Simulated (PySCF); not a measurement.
AlCl, triplet, geometry from GFN2-xTB (such geometries of metal compounds can be far from the true shape) (the spin is typed, not shown lowest) (in this run its highest filled SCF level lies above zero, so its values depend strongly on the basis, on diffuse functions most of all), atoms displaced at random by about 0.08 Å a coordinate; B3LYP/STO-3G, gradient (PySCF).

The PySCF input:
```python
from pyscf import gto, scf, dft

mol = gto.Mole()
mol.atom = '''
    Al   -0.08668147   -0.16125157   -1.30582868
    Cl    0.09602827   -0.07945879    0.89118592
'''
mol.basis = 'sto-3g'
mol.spin = 2
mol.verbose = 4
mol.build()

mf = dft.UKS(mol)
mf.xc = 'b3lyp'
mf.conv_tol = 1e-6
mf.kernel()
g = mf.nuc_grad_method()
grad = g.kernel()
```

Question: What does PySCF print? Leave out banner, timings and long lists.

Answer: 
```
PySCF version 2.14.0

[INPUT] verbose = 4
[INPUT] num. atoms = 2
[INPUT] num. electrons = 30
[INPUT] charge = 0
[INPUT] spin (= nelec alpha-beta = 2S) = 2
[INPUT] symmetry False subgroup None
[INPUT] Mole.unit = angstrom
[INPUT] Symbol           X                Y                Z      unit          X                Y                Z       unit  Magmom
[INPUT]  1 Al    -0.086681470000  -0.161251570000  -1.305828680000 AA   -0.163804238375  -0.304721304456  -2.467658570802 Bohr   0.0
[INPUT]  2 Cl     0.096028270000  -0.079458790000   0.891185920000 AA    0.181467130516  -0.150155351289   1.684097314869 Bohr   0.0

nuclear repulsion = 53.010895427701
number of shells = 10
number of NR pGTOs = 54
number of NR cGTOs = 18
basis = sto-3g
ecp = {}

******** <class 'pyscf.dft.uks.UKS'> ********
method = UKS
initial guess = minao
damping factor = 0
level_shift factor = 0
DIIS = <class 'pyscf.scf.diis.CDIIS'>
diis_start_cycle = 1
diis_space = 8
diis_damp = 0
SCF conv_tol = 1e-06
SCF conv_tol_grad = None
SCF max_cycles = 50
direct_scf = True
direct_scf_tol = 1e-13
number electrons alpha = 16  beta = 14
XC library pyscf.dft.libxc version 7.1.2
    S. Lehtola, C. Steigemann, M. J. T. Oliveira, and M. A. L. Marques,  SoftwareX 7, 1–5 (2018)
XC functionals = b3lyp
    P. J. Stephens, F. J. Devlin, C. F. Chabalowski, and M. J. Frisch,  J. Phys. Chem. 98, 11623 (1994)
radial grids:
    Treutler-Ahlrichs [JCP 102, 346 (1995); DOI:10.1063/1.469408] (M4) radial grids

becke partition: Becke, JCP 88, 2547 (1988); DOI:10.1063/1.454033
pruning grids: <function nwchem_prune>
grids dens level: 3
symmetrized grids: False
atomic radii adjust function: <function treutler_atomic_radii_adjust>
small_rho_cutoff = 0
Set gradient conv threshold to 0.001
tot grids = 38064
init E= -694.186404353111

cycle= 1 E= -694.52853146329  delta_E= -0.342  |g|= 0.14  |ddm|= 1.79

cycle= 2 E= -694.529499608115  delta_E= -0.000968  |g|= 0.155  |ddm|= 0.843

cycle= 3 E= -694.559403025751  delta_E= -0.0299  |g|= 0.00571  |ddm|= 0.411

cycle= 4 E= -694.559467744492  delta_E= -6.47e-05  |g|= 0.000768  |ddm|= 0.0242

cycle= 5 E= -694.559468508832  delta_E= -7.64e-07  |g|= 0.00017  |ddm|= 0.00232

Extra cycle  E= -694.55946853389  delta_E= -2.51e-08  |g|= 0.000114  |ddm|= 0.000792
converged SCF energy = -694.55946853389  <S^2> = 2.0006504  2S+1 = 3.0004336

******** <class 'pyscf.grad.uks.Gradients'> for <class 'pyscf.dft.uks.UKS'> ********
unit = Eh/Bohr
grid_response = False
--------------- UKS gradients ---------------
         x                y                z
0 Al    -0.0014038175    -0.0006264017    -0.0168979437
1 Cl     0.0014071188     0.0006440447     0.0168912444
----------------------------------------------
```
